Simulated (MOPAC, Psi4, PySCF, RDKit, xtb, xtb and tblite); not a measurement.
Two geometries of SMILES Oc1ccc([SeH])cc1, relaxed at GFN2-xTB with one dihedral held; other torsions can differ between them too.

Structure A

```
14

O      2.7441     0.3069     0.6147
C      1.4213     0.0827     0.2957
C      0.5927    -0.6138     1.1683
C     -0.7483    -0.7720     0.8788
C     -1.2715    -0.2242    -0.2837
Se    -3.1246    -0.4174    -0.7339
C     -0.4512     0.4842    -1.1511
C      0.8901     0.6385    -0.8621
H      3.2751    -0.4750     0.4339
H      1.0072    -1.0308     2.0744
H     -1.3874    -1.3160     1.5609
H     -3.4555    -1.1774     0.4516
H     -0.8661     0.9153    -2.0523
H      1.5362     1.1950    -1.5238
```

Structure B

```
14

O      2.7912     0.2561     0.2917
C      1.4601    -0.0242     0.2576
C      0.5457     0.6226     1.0821
C     -0.8018     0.3370     0.9813
C     -1.2488    -0.5857     0.0467
Se    -3.1303    -0.9466    -0.0546
C     -0.3417    -1.2227    -0.7888
C      1.0047    -0.9410    -0.6858
H      3.0192     0.6841     1.1255
H      0.8921     1.3420     1.8120
H     -1.5107     0.8370     1.6272
H     -3.0068    -1.9111    -1.1244
H     -0.6863    -1.9394    -1.5212
H      1.7227    -1.4227    -1.3302
```

**Question.** Which is lower in energy at the level PBE0-D3(BJ)/def2-SVP // GFN2-xTB (Psi4), and by how much?

**Answer.** B is lower, by 3.60 kcal/mol (dihedral H9–O1–C2–C3: 80° in A, 20° in B).

E(B) − E(A) in kcal/mol at the other levels, on the same two geometries: GFN2-xTB (xtb and tblite) -4.85; PBE0/def2-SVP // GFN2-xTB (Psi4) -3.59; PBE/def2-SVP // GFN2-xTB (Psi4) -4.16; PBE-D3(BJ)/def2-SVP // GFN2-xTB (Psi4) -4.17; UFF // GFN2-xTB (RDKit) -6.12; PM7, restricted, heats of formation // GFN2-xTB (MOPAC) -2.48; PM3, restricted, heats of formation // GFN2-xTB (MOPAC) -2.36; GFN1-xTB // GFN2-xTB (xtb) -3.30; restricted B3LYP/6-31G*, spherical d, density fitting // GFN2-xTB (PySCF) -3.30; restricted Hartree-Fock/6-31G*, spherical d, density fitting // GFN2-xTB (PySCF) -2.03; restricted B3LYP/3-21G, density fitting // GFN2-xTB (PySCF) -3.29; restricted BP86/6-31G*, spherical d, density fitting // GFN2-xTB (PySCF) -3.82.
